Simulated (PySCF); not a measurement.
Gas-phase reaction: SnH₄ + 2 F₂ → SnH₂F₂ + 2 HF

Energies from PySCF, thermal terms from the rigid-rotor harmonic-oscillator model, ideal gas at 1 bar. † marks an energy on the PBE0/def2-TZVP geometry and frequencies; other levels use their own. CCSD(T) freezes the core. All species are closed-shell singlets. Sn: scalar-relativistic def2 core potential, no spin-orbit coupling. SnH₂F₂: computed as isolated molecules; such fragments, hydroxides, amides, oligomers or adducts are transient or little studied in the gas. CCSD(T) isn't extrapolated to the basis-set limit.

BLYP/def2-TZVP† gives ΔH°(298 K) = -1091 kJ.

**Question.** What do PBE/def2-SVP, LDA/def2-TZVP†, CCSD(T)/def2-TZVPP† give?

**Answer.** PBE/def2-SVP: -1014 kJ; LDA/def2-TZVP†: -1118 kJ; CCSD(T)/def2-TZVPP†: -1157 kJ. For scale, ΔH°(298 K) is -1091 kJ at this level, -1146 kJ at ωB97M-V/def2-TZVP†, and runs from -1239 to -811 kJ over the 18 levels computed.
